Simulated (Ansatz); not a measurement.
Geometry optimisation, RKS PBE0-D4/def2-SVP (Ansatz).

Input:

```yaml
crystal:
  periodic: [false, false, false]
  atoms:
    - { symbol: C, position_ang: [-0.2839, -1.4576, 1.0889] }
    - { symbol: O, position_ang: [-0.6182, -0.5948, -0.0458] }
    - { symbol: Si, position_ang: [0.5545, 0.3883, -0.6413] }
    - { symbol: "N", position_ang: [0.7234, 0.015, -2.2752] }
    - { symbol: S, position_ang: [0.0027, 2.4201, -0.4814] }
    - { symbol: S, position_ang: [-0.2944, 2.5675, 1.5629] }
    - { symbol: H, position_ang: [-0.0275, -0.8132, 1.9567] }
    - { symbol: H, position_ang: [0.4948, -2.1218, 0.8421] }
    - { symbol: H, position_ang: [-1.2364, -1.9537, 1.3685] }
    - { symbol: H, position_ang: [1.8877, 0.0822, 0.0283] }
    - { symbol: H, position_ang: [0.6073, -1.0068, -2.3334] }
    - { symbol: H, position_ang: [-0.1957, 0.3451, -2.6736] }
    - { symbol: H, position_ang: [-1.5937, 2.0947, 1.618] }
basis:
  gaussian: { orbitals: def2-SVP }
hamiltonian:
  xc: pbe0
  dispersion: d4
relax:
  f_tol: 0.015
  max_steps: 40
```

Launched with:

```bash
$ ansatz run input.yaml --threads 2 --pin off --max-ram 3072MiB --backend cpu --events-out ev --progress --plain --runs-dir out
```

Q: Where does it end, and by what steps?

A: It converged. After 17 steps the energy has fallen by 0.587 eV; H8 moved furthest, 0.77 Å.

| step | energy less start (eV) | largest force component (eV/Å) | accepted |
| --- | --- | --- | --- |
| 0 | 0.0000 | 2.643 | yes |
| 1 | -0.3615 | 1.087 | yes |
| 2 | -0.4725 | 0.618 | yes |
| 3 | -0.5105 | 0.387 | yes |
| 4 | -0.5381 | 0.423 | yes |
| 5 | -0.5644 | 0.255 | yes |
| 6 | -0.5726 | 0.135 | yes |
| 7 | -0.5778 | 0.265 | yes |
| 8 | -0.5806 | 0.148 | yes |
| 9 | -0.5820 | 0.211 | yes |
| 10 | -0.5832 | 0.190 | yes |
| 11 | -0.5848 | 0.053 | yes |
| 12 | -0.5854 | 0.062 | yes |
| 13 | -0.5859 | 0.044 | yes |
| 14 | -0.5861 | 0.077 | yes |
| 15 | -0.5864 | 0.041 | yes |
| 16 | -0.5866 | 0.020 | yes |
| 17 | -0.5867 | 0.012 | yes |

```xyz
13
Properties=species:S:1:pos:R:3
C -0.388 -1.336 1.333
O -0.565 -0.638 0.131
Si 0.575 0.220 -0.711
N 0.471 0.098 -2.411
S 0.248 2.327 -0.386
S -0.244 2.314 1.649
H -0.629 -0.698 2.200
H 0.649 -1.696 1.459
H -1.057 -2.211 1.343
H 1.917 -0.255 -0.270
H 0.925 -0.657 -2.912
H -0.321 0.473 -2.919
H -1.559 2.023 1.509
```

Time of the run: 77 s on 2 threads of Intel(R) Xeon(R) Platinum 8488C (Sapphire Rapids), on a shared host, peak memory 0.37 GiB.
